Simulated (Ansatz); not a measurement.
Calculated with Ansatz (gas phase, PBE0-D4/def2-TZVP geometries, no zero-point term in ΔE). CCSD(T)/CBS is the MP2 limit (def2-TZVPP, def2-QZVPP) plus CCSD(T) − MP2 in def2-TZVPP, frozen cores. This one scheme is used for every species, atoms too. DFT in def2-TZVPP. B3LYP here is the variant with VWN-RPA as its local correlation; programs differ in this. No spin–orbit coupling; open shells (•) take unrestricted orbitals. Spin–orbit coupling would lower the free atoms: a little for C, Cl, F. Each species was taken in one conformer, which may not be the lowest.

Consider the atomization: `FC(F)(Cl)C(F)(Cl)Cl` → 2 C• + 3 Cl• + 3 F•.

Task: What is ΔE at CCSD(T)/CBS? (Estimate.)

Result: Ansatz gave: +29.03 eV.

Task: What do these levels give: revPBE-D4, B97M-V, B3LYP-D4, r2SCAN0-D4, BHLYP-D4, CAM-B3LYP-D4, B2PLYP, PBE-QIDH, PBE, r2SCAN, RPA@PBE/def2-TZVPP, MP2/def2-TZVPP? (Best estimate.)

Result: The calculation gave: revPBE-D4 29.70, B97M-V 29.33, B3LYP-D4 28.58, r2SCAN0-D4 28.36, BHLYP-D4 26.71, CAM-B3LYP-D4 28.95, B2PLYP 28.39, PBE-QIDH 29.07, PBE 30.77, r2SCAN 29.51, RPA@PBE/def2-TZVPP 25.24, MP2/def2-TZVPP 29.84 eV.

Task: What do rigid-rotor, harmonic-oscillator terms from PBE0-D4/def2-TZVP frequencies (298.15 K, 1 bar) make of the CCSD(T)/CBS value? (An estimate is asked.)

Result: Computed: ΔZPE = -0.65 eV, ΔH = +28.65 eV, ΔS = 927 J/(mol·K), ΔG = +25.79 eV. Open shells count their whole term as degenerate.

Largest T1 diagnostic among the species: 0.011.

The D4 term adds +0.50 eV with B3LYP and +0.26 eV with PBE0; it sums over pairs of atoms, weighted by their polarisabilities, and B3LYP, whose exchange is more repulsive, gets the larger term. From r2SCAN to r2SCAN0 (25 % exact exchange), in def2-TZVPP and without D4, ΔE moves by −1.24 eV: exact exchange takes away binding that semilocal exchange gives to molecules. Leaving LDA and LC-ωPBE aside and taking each functional with its dispersion term where it has one, the values, not all of them listed here, spread over 4.37 eV, from BHLYP-D4 to PBE-D4. LDA lies +6.01 eV from PBE without D4, its usual overbinding.

For atomizations the MP2-based limit and the directly extrapolated one differ by several kJ/mol either way, and by 10 to 25 for some Ge, Se and Sn compounds, so smaller differences from it don't rank the levels.
